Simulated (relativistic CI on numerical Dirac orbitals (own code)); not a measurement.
# Cu4+ in a cubic cluster: 3s photoemission with charge transfer

Computed with a charge-transfer multiplet model of a cubic metal-ligand cluster with up to 3 ligand holes, Slater and spin-orbit integrals from Dirac-Coulomb-Breit ions, Slater integrals scaled by 0.8. The ground state mixes d7 with configurations of k ligand holes L, whose averages lie at kΔ + k(k − 1)U_dd/2; a core hole lowers each added d electron by U_cd. 300 K, Lorentzian 1.4 eV and Gaussian 0.8 eV FWHM.

Atomic integrals in eV (Slater integrals scaled, ζ unscaled), ground: F2dd 11.838, F4dd 7.422, zeta_d 0.120; with the core hole: F2dd 12.570, F4dd 7.915, zeta_d 0.133, G2cd 12.098.

Cluster parameters (eV): Δ = -0.4, U_dd = 8.6, 10Dq = 0.95, 10Dq(ligand) = 0.9, V(eg) = 2.55, V(t2g) = -1.31, final-state hopping factor = 0.8.

| Case | n_d | d7 | d8L | d9L2 | d10L3 | S |
| --- | --- | --- | --- | --- | --- | --- |
| U_cd = 8.6 eV | 7.77 | 0.31 | 0.60 | 0.08 | 0.00 | 0.58 |
| U_cd = 9.2 eV | 7.77 | 0.31 | 0.60 | 0.08 | 0.00 | 0.58 |
| U_cd = 9.8 eV | 7.77 | 0.31 | 0.60 | 0.08 | 0.00 | 0.58 |
| U_cd = 10.4 eV | 7.77 | 0.31 | 0.60 | 0.08 | 0.00 | 0.58 |
| U_cd = 11 eV | 7.77 | 0.31 | 0.60 | 0.08 | 0.00 | 0.58 |

Weights, n_d and S are thermal averages at 300 K. Binding energies count from the first peak over 30 % of the highest in each spectrum, which can be another peak from case to case. The parameters are a model scan and need not match a compound or its usual spin state. Peaks in eV (height, largest 100):
- U_cd = 8.6 eV: 0.0 (100), 7.5 (41), 11.8 (17), 15.7 (10), 20.6 (5)
- U_cd = 9.2 eV: 0.0 (100), 7.5 (42), 11.8 (19), 17.0 (10), 21.5 (6)
- U_cd = 9.8 eV: 0.0 (100), 7.4 (42), 11.6 (20), 15.0 (8), 17.7 (12), 22.2 (7)
- U_cd = 10.4 eV: 0.0 (100), 7.3 (42), 9.7 (19), 11.4 (20), 14.1 (11), 18.5 (14), 23.0 (7)
- U_cd = 11 eV: 0.0 (100), 7.4 (43), 9.8 (24), 13.8 (15), 19.4 (16), 24.0 (8)

For the case U_cd = 10.4 eV, Δ = -0.4 eV is smaller than U_dd = 8.6 eV, the charge-transfer side of the Zaanen-Sawatzky-Allen scheme (negative Δ: between configuration averages a ligand hole costs less than the nominal valence; multiplet and field energies can change this for the lowest states). With the core hole the configuration with one ligand hole lies at Δ − U_cd = -9.0, -9.6, -10.2, -10.8, -11.4 eV from the one without, in the order of the table; where this is negative the screened configuration lies lower.

Without intra-shell correlation the exchange splitting of the 3s hole comes out too large.
